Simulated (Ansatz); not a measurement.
# Relative stability

The two ends of one reaction step of SiN3H7, closed shell (PBE0-D4/def2-TZVP).

A:

```
11
angstrom
Si 0.0465 -0.3766 -0.1016
H 0.3432 -1.7810 -0.5047
N 0.3697 0.5274 -1.5235
H 1.0966 0.2341 -2.1548
N 0.9318 -0.1799 1.3549
N -1.5487 0.0744 0.3209
H 0.2388 1.5259 -1.5484
H 1.8078 -0.6585 1.4828
H 0.9049 0.6860 1.8689
H -1.9399 -0.2220 1.1992
H -2.2506 0.1700 -0.3936
```

B:

```
atom    x (Å)    y (Å)    z (Å)
 Si1   0.3383   0.2754   0.2947
  H2  -0.9747  -1.5431  -2.8891
  N3   1.1482   0.1460  -1.0600
  H4  -0.4085  -1.1608  -2.5745
  N5   0.7003   0.9982   1.7764
  N6  -1.1903  -0.4135   0.3995
  H7   2.0218   0.5989  -1.2690
  H8   1.5896   1.4339   1.9471
  H9   0.0405   1.1390   2.5218
 H10  -1.6858  -0.5912   1.2539
 H11  -1.5793  -0.8828  -0.4008
```

Computed with Ansatz 0.2.0 (basis: def2-TZVPP); correlated methods freeze the cores. B3LYP uses VWN-RPA correlation.

Question: Which structure is lower at CCSD(T), and by how much? (An estimate is asked for; the value comes from the calculation.)

Answer: Computed: A, by 50.52 kcal/mol (electronic energy, against the other). By their contacts, A is SiN₃H₇ ([NH2][SiH]([NH2])[NH2]) and B is a complex of SiN₃H₅ ([NH][Si]([NH2])[NH2]) + H₂.

All methods give the same order:

```
      method  E(B) − E(A) (kcal/mol)
       SPW92                   51.85
      PBE-D4                   46.61
     BLYP-D4                   43.22
   r2SCAN-D4                   49.02
      B97M-V                   49.50
     PBE0-D4                   51.48
    B3LYP-D4                   47.79
  r2SCAN0-D4                   52.49
    BHLYP-D4                   53.03
CAM-B3LYP-D4                   50.83
     wB97X-V                   52.08
     wB97M-V                   50.54
      B2PLYP                   48.58
    PBE-QIDH                   53.29
  RPA on PBE                   48.98
          HF                   55.64
         MP2                   49.45
        CCSD                   52.10
     CCSD(T)                   50.52
```

The T1 diagnostic stays at or below 0.013.

Labels in which every atom is bracketed show which atoms are joined, not bond orders.

For scale, one of the runs: CCSD(T)/def2-TZVPP, 233 basis functions, launched by `ansatz run in.yaml --threads 4 --pin off --events-out ev --progress --plain --max-ram 9574MiB`. Hardware: 4 CPU threads of an Arm Neoverse V2, shared host. Wall time 74 s; peak host memory 4.2 GiB.
